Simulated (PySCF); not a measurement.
## Working out the excitation energy of Ne²⁺

Ne²⁺ [He] 2s2 2p4 (3P) → Ne²⁺ [He] 2s2 2p3 3d1 (5D). Calculation: PySCF 2.14, in aug-cc-pVDZ (4s3p2d, 23 functions); no relativity, point nucleus. Frozen: 1s2. Energies in hartree (1 hartree = 27.21139 eV):

```csv
part,Ne²⁺ (lower),Ne²⁺ (upper)
UHF,-126.321875,-124.083444
CCSD correlation,-0.111034,-0.091575
(T),-0.000866,-0.001050
```

What does Hartree-Fock give?

(-124.083444) − (-126.321875) = 2.238431 hartree = 60.911 eV.

What do CCSD and CCSD(T) give?

The CCSD correlation energies differ by 0.019459 hartree = 0.530 eV and the triples by -0.000184 hartree = -0.005 eV, so CCSD gives 61.441 eV and CCSD(T) 61.436 eV.

A double-zeta basis recovers only part of the correlation energy.
